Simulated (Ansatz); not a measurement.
A run for Ansatz (a quantum-chemistry and plane-wave program): R-wB97M-V/def2-TZVPPD on H2 (SMILES [H][H]) with ghost functions, monomers drawn apart or pushed together. Files ending in .json are basis or fitting sets from the Basis Set Exchange.

Ansatz 0.2 input:
```yaml
crystal:
  periodic: [false, false, false]
  atoms:
    - {symbol: H, position_ang: [0.55671444, -0.76272745, 0.05311899]}
    - {symbol: H, position_ang: [-0.09818437, -0.57640907, -0.24714688]}
basis:
  gaussian:
    orbitals: def2-TZVPPD.json
    ghost_atoms:
      - {symbol: Si, position_ang: [0.90220745, 0.20056273, 5.04824673]}
      - {symbol: Si, position_ang: [-1.24611320, 0.80200858, 4.32807202]}
      - {symbol: H, position_ang: [1.70039475, -0.33948244, 3.92108584]}
      - {symbol: H, position_ang: [0.81626304, -0.83658291, 6.10522295]}
      - {symbol: H, position_ang: [1.60668598, 1.38279052, 5.60171448]}
      - {symbol: H, position_ang: [-1.16766941, 1.84657544, 3.27868107]}
      - {symbol: H, position_ang: [-2.03057829, 1.33479444, 5.46902356]}
      - {symbol: H, position_ang: [-1.95596055, -0.37629239, 3.77460003]}
hamiltonian:
  xc: {name: wB97M-V}
scf: {lower_state_search: off}
```

Q: Predict the final total energy.

A: -1.1614 hartree.
